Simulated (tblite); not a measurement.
C₇H₆ClS (doublet state).
Z-matrix (Å and degrees, GFN2-xTB geometry), rows numbered from 1:
```
C 
C   1  1.3325
C   2  1.5009  1  122.10
C   2  1.4488  1  121.38  3  -179.94
C   4  1.3729  2  127.93  1  -177.10
C   5  1.3935  4  111.44  2   179.81
C   6  1.3294  5  117.94  4     0.25
Cl  7  1.6984  6  131.51  5   179.65
S   4  1.7535  2  120.86  1     2.70
H   1  1.0770  2  121.66  3  -179.75
H   1  1.0755  2  121.60  3     0.17
H   3  1.0861  2  110.26  1    -1.31
H   3  1.0886  2  110.44  1  -121.53
H   3  1.0885  2  110.37  1   118.73
H   5  1.0728  4  124.64  2     0.01
```

Computed geometry: GFN2-xTB, gas phase. This method treats the open shell by occupation alone, without spin polarisation.

Masses are those of the commonest isotopes; rigid-rotor values at the optimised geometry. The values belong to one conformer with, in the numbering `[CH2:1]=[C:2]([CH3:3])[c:4]1[cH:5][c:6][c:7]([Cl:8])[s:9]1`, C1–C2–C4–C5 -177°.

(1) What are A, B and C (GHz)?

(2) Classify the top.

(3) Is it planar, by Δ = Ic − Ia − Ib?

(4) Give the other two planar moments, Paa and Pbb, and the rms extents of the mass along the axes.

(5) Where do the levels up to J = 4 lie, in MHz?

## Answers

(1) Ia = 142.99, Ib = 765.95, Ic = 905.63 u·Å²; 505379 MHz·u·Å²/I gives 3534, 659.8 and 558.0 MHz, that is A = 3.5344, B = 0.6598, C = 0.5580 GHz.

(2) A near-prolate asymmetric top: κ = (2 × 659.8 − 3534 − 558.0)/(3534 − 558.0) = -0.93.

(3) Not planar: Δ = Ic − Ia − Ib = -3.31 u·Å². For a rigid frame Δ = −2 Σ m c², so Σ m c² = 1.66 u·Å² lies off the ab plane: 1.59 from hydrogen and 0.07 from heavier atoms. The atom farthest from that plane is 0.93 Å away.

(4) Paa = Σ m a² = (Ib + Ic − Ia)/2 = 764.30 and Pbb = Σ m b² = (Ia + Ic − Ib)/2 = 141.33 u·Å². With the mass M = 156.99 u, the rms extents √(P/M) along a, b and c are 2.21, 0.95, 0.10 Å.

(5) Above 0(0,0):
J = 1: 1(0,1) 1218, 1(1,1) 4092, 1(1,0) 4194
J = 2: 2(0,2) 3651, 2(1,2) 6426, 2(1,1) 6732, 2(2,1) 15356, 2(2,0) 15358
J = 3: 3(0,3) 7294, 3(1,3) 9926, 3(1,2) 10536, 3(2,2) 19009, 3(2,1) 19022, 3(3,1) 33638, 3(3,0) 33638
J = 4: 4(0,4) 12139, 4(1,4) 14588, 4(1,3) 15606, 4(2,3) 23878, 4(2,2) 23918, 4(3,2) 38515, 4(3,1) 38515, 4(4,1) 58989, 4(4,0) 58989
The levels of one J sum to (2J + 1)J(J + 1)(A + B + C)/3.

For this open shell read J as N, the rotation without spin; fine and hyperfine splittings come on top. Its GFN2-xTB frequencies are all real (lowest 47 cm⁻¹). Constants of a rigid frame at the computed geometry: no zero-point averaging, no centrifugal distortion.
